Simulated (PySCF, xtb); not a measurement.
CH₃Cl₄Nb, SMILES [Cl][Nb]([Cl])([Cl])([CH3])[Cl], multiplicity 1.

Harmonic wavenumbers (cm⁻¹) from GFN2-xTB run with xtb at its own minimum, in rising order: 29, 59, 77, 122, 124, 133, 149, 221, 235, 285, 327, 332, 374, 665, 757, 1274, 1450, 1454, 2951, 2964, 2997.

Task: What does PBE-D3(BJ)/def2-SVP run with PySCF give at its own minimum? (An estimate is asked for; the answer gives what the named calculation found.)

Result: 62, 65, 82, 139, 154, 158, 164, 267, 327, 380, 392, 410, 507, 588, 694, 1127, 1331, 1348, 2952, 3070, 3122. Paired by order, the mean absolute difference is 66 cm⁻¹ and the zero-point energies are 24.3 and 24.8 kcal/mol.
